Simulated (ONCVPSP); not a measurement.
**Pseudopotential generation for phosphorus (P): ONCV, PW91, scalar-relativistic.**

Input for ONCVPSP 4.0.1:

```
# ATOM AND REFERENCE CONFIGURATION
# atsym  z   nc   nv     iexc    psfile
  P 15.00    3    2  -109134      upf
#
#   n    l    f
    1    0    2.00
    2    0    2.00
    2    1    6.00
    3    0    2.00
    3    1    3.00
#
# PSEUDOPOTENTIAL AND OPTIMIZATION
# lmax
    1
#
#   l,   rc,      ep,       ncon, nbas, qcut
    0    1.65    0.00    4    8    5.10
    1    1.85    0.00    3    7    4.30
#
# LOCAL POTENTIAL
# lloc, lpopt,  rc(5),   dvloc0
    4    5    1.55    1.00
#
# VANDERBILT-KLEINMAN-BYLANDER PROJECTORs
# l, nproj, debl
    0    2    2.40
    1    1    0.60
#
# MODEL CORE CHARGE
# icmod, fcfact, rcfact
    3    5.50    1.20
#
# LOG DERIVATIVE ANALYSIS
# epsh1, epsh2, depsh
   -2.00    5.00    0.02
#
# OUTPUT GRID
# rlmax, drl
    6.00    0.01
#
# TEST CONFIGURATIONS
# ncnf
    4
# nvcnf
#   n    l    f
    2
    3    0    2.00
    3    1    2.00
#
    2
    3    0    2.00
    3    1    1.00
#
    2
    3    0    2.00
    3    1    0.00
#
    2
    3    0    0.00
    3    1    5.00
#
```

Command:

```bash
oncvpsp.x < P.dat > P.out
```

Resulting log (shortened: citation, most of the input echo, consistency checks and plot data are left out):

```
ONCVPSP  (Optimized Norm-Conservinng Vanderbilt PSeudopotential)
scalar-relativistic version 4.0.1

#   n    l    f        energy (Ha)
    1    0    2.00    -7.6624174E+01
    2    0    2.00    -6.3965626E+00
    2    1    6.00    -4.5817059E+00
    3    0    2.00    -5.1507566E-01
    3    1    3.00    -2.0387099E-01

Reference configufation results
  iterations    27
  all-electron total energy (Ha)   -3.42048638D+02

Begin loop to  construct optimized pseudo wave functions
and semi-local pseudopoentials for all angular momenta

   Wellstate for l =  0  n =  5
     eigenvalue =   1.8849
     asymptotic potential =   2.3849
     half-point radius =  3.8406

Calculating optimized projector #   1

 for l=   0

    Fraction of norm inside rc  0.418775
    Optimizing pswf for qcut=   5.10 a_B^-1,  ecut=  13.00 Ha
    Residual kinetic energy error=  9.73D-05 Ha

    Energy error per electron        Cutoff
         Ha          eV             Ha
         0.01000     0.27211        7.12
         0.00100     0.02721       10.31
         0.00010     0.00272       13.47
         0.00001     0.00027       49.45

Calculating optimized projector #   2

 for l=   0

    Fraction of norm inside rc  0.098147
    Optimizing pswf for qcut=   5.10 a_B^-1,  ecut=  13.00 Ha
    Residual kinetic energy error=  3.50D-04 Ha

    Energy error per electron        Cutoff
         Ha          eV             Ha
         0.01000     0.27211        8.49
         0.00100     0.02721       11.62
         0.00010     0.00272       19.05
         0.00001     0.00027       44.72

Calculating optimized projector #   1

 for l=   1

    Fraction of norm inside rc  0.352293
    Optimizing pswf for qcut=   4.30 a_B^-1,  ecut=   9.26 Ha
    Residual kinetic energy error=  4.94D-05 Ha

    Energy error per electron        Cutoff
         Ha          eV             Ha
         0.01000     0.27211        3.01
         0.00100     0.02721        4.35
         0.00010     0.00272        6.00
         0.00001     0.00027       38.70

Construct Vanderbilt / Kleinmman-Bylander projectors

B matrix Hermiticity error, ll=   0
   1   2   -1.2001E-04

  Orthonormal projector coefficients  5.0961E+00  3.4066E-01

Model core correction analysis
  based on d2Exc/dn_idn_j

d2excae - all-electron derivatives

   -3.574769D-02   -2.841906D-02
   -2.842013D-02   -2.675341D-02

d2excps - pseudofunction derivatives with no core correction

   -3.848946D-02   -3.003575D-02
   -3.003783D-02   -2.762796D-02

rms 2nd derivative error    1.837985E-03

rmatch, rhocmatch    1.0408    1.2061

Teter function model core charge with specified parameters

d2excps - pseudofunction derivatives with core correction

   -3.702253D-02   -2.913036D-02
   -2.913222D-02   -2.708269D-02

rms 2nd derivative error    8.286477E-04

Pseudoatom total energy   -6.440210

Diagnostic tests using Vanderbilt-Kleinman-Bylander pseudopotentials
  1 or more projectors used as specified by nproj input data

   l    rcore       rmatch      e in        delta e   norm test  slope test

   0   1.6596935   1.7100854  -0.5150757  -0.0000033   1.0000315   1.0000576
   0   1.6596935   1.7100854   1.8849243   0.0000016   1.0001950   1.0001950

   1   1.8594715   1.9159291  -0.2038710   0.0000136   1.0000163   1.0006394

 Testing for bound ghosts
   n   l    E NL Schr. Eq   E Basis Diag.   E Cutoff

   1   0       -0.515079       -0.511008     94.70

   2   1       -0.203857       -0.194507     44.25

 Testing for highly-localized positive-energy ghosts
       l    <radius>/rc     E Basis Diag.   E Cutoff

       0        0.999747        7.215563     94.70  WARNING - GHOST(+)

Test configuration 0

   n   l     f        eae           eps        diff
   1   0  2.0000  -76.62417432
   2   0  2.0000   -6.39656264
   2   1  6.0000   -4.58170587
   3   0  2.0000   -0.51507566   -0.51507898   -3.32D-06
   3   1  3.0000   -0.20387099   -0.20385740    1.36D-05

    Total energies and differences
      AE_ref= -3.42048638D+02  AE_tst= -3.42048638D+02  dif=  0.00D+00
      PS_ref= -6.44021023D+00  PS_tst= -6.44021023D+00  dif=  1.78D-15
      PSP excitation error= -1.78D-15

Test configuration 1

   n   l     f        eae           eps        diff
   1   0  2.0000  -77.02344921
   2   0  2.0000   -6.78788595
   2   1  6.0000   -4.97379389
   3   0  2.0000   -0.85785185   -0.85750911    3.43D-04
   3   1  2.0000   -0.52431768   -0.52409691    2.21D-04

    Total energies and differences
      AE_ref= -3.42048638D+02  AE_tst= -3.41689384D+02  dif=  3.59D-01
      PS_ref= -6.44021023D+00  PS_tst= -6.08103487D+00  dif=  3.59D-01
      PSP excitation error=  7.84D-05

Test configuration 2

   n   l     f        eae           eps        diff
   1   0  2.0000  -77.51507418
   2   0  2.0000   -7.26254755
   2   1  6.0000   -5.44997796
   3   0  2.0000   -1.25044437   -1.24936810    1.08D-03
   3   1  1.0000   -0.89464663   -0.89402507    6.22D-04

    Total energies and differences
      AE_ref= -3.42048638D+02  AE_tst= -3.40983535D+02  dif=  1.07D+00
      PS_ref= -6.44021023D+00  PS_tst= -5.37555605D+00  dif=  1.06D+00
      PSP excitation error=  4.48D-04

Test configuration 3

   n   l     f        eae           eps        diff
   1   0  2.0000  -78.08971263
   2   0  2.0000   -7.80952748
   2   1  6.0000   -5.99936543
   3   0  2.0000   -1.67958628   -1.67730170    2.28D-03

    Total energies and differences
      AE_ref= -3.42048638D+02  AE_tst= -3.39887619D+02  dif=  2.16D+00
      PS_ref= -6.44021023D+00  PS_tst= -4.28043513D+00  dif=  2.16D+00
      PSP excitation error=  1.24D-03

Test configuration 4

   n   l     f        eae           eps        diff
   1   0  2.0000  -76.73590699
   2   0  2.0000   -6.50563136
   2   1  6.0000   -4.68979347
   3   1  5.0000   -0.24367521   -0.24339394    2.81D-04

    Total energies and differences
      AE_ref= -3.42048638D+02  AE_tst= -3.41416052D+02  dif=  6.33D-01
      PS_ref= -6.44021023D+00  PS_tst= -5.80800969D+00  dif=  6.32D-01
      PSP excitation error=  3.85D-04
```

The run took about 2.8 s on one core of a shared server CPU.
